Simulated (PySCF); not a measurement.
SMILES CN(C)[SiH2][SiH2][SiH3], GFN2-xTB optimised geometry.

```
19

Si    -0.40     1.41     0.00
Si    -1.25     0.18    -1.76
Si    -0.63    -2.05    -1.88
N     -1.28    -2.96    -3.20
C     -0.78    -2.75    -4.54
C     -2.67    -3.34    -3.20
H     -0.81     0.88     1.30
H     -0.80     2.82     0.00
H      1.07     1.41     0.00
H     -0.92     0.87    -3.02
H     -2.73     0.30    -1.74
H      0.82    -2.22    -2.05
H     -1.07    -2.82    -0.71
H      0.28    -2.52    -4.50
H     -1.30    -1.92    -5.05
H     -0.92    -3.65    -5.13
H     -2.81    -4.24    -3.80
H     -2.99    -3.54    -2.18
H     -3.32    -2.55    -3.62
```

Density from PySCF 2.14.0 with PBE0/def2-SVP at that geometry.

Minimum of the electron density along straight lines between bonded atoms, close to the bond critical point (lines longer than 1.1 times the sum of covalent radii, or with two minima, are not listed):

```
bond     length / Å  ρ at the minimum / e bohr⁻³  ∇²ρ there / e bohr⁻⁵  position (fraction from the first atom)
-------  ----------  ---------------------------  --------------------  ---------------------------------------
Si3–N4        1.729                        0.122                  0.72                                     0.40
N4–C5         1.440                        0.274                 -0.79                                     0.61
N4–C6         1.440                        0.274                 -0.79                                     0.61
Si1–H7        1.466                        0.115                  0.32                                     0.49
Si1–H8        1.465                        0.116                  0.32                                     0.49
Si1–H9        1.466                        0.115                  0.32                                     0.49
Si2–H10       1.478                        0.112                  0.31                                     0.49
Si2–H11       1.478                        0.112                  0.31                                     0.49
Si3–H12       1.469                        0.116                  0.32                                     0.49
Si3–H13       1.469                        0.116                  0.32                                     0.49
C5–H14        1.087                        0.281                 -1.06                                     0.63
C5–H15        1.098                        0.274                 -0.99                                     0.62
C5–H16        1.094                        0.277                 -1.02                                     0.63
C6–H17        1.094                        0.277                 -1.02                                     0.63
C6–H18        1.087                        0.281                 -1.06                                     0.63
C6–H19        1.098                        0.274                 -0.99                                     0.62
```
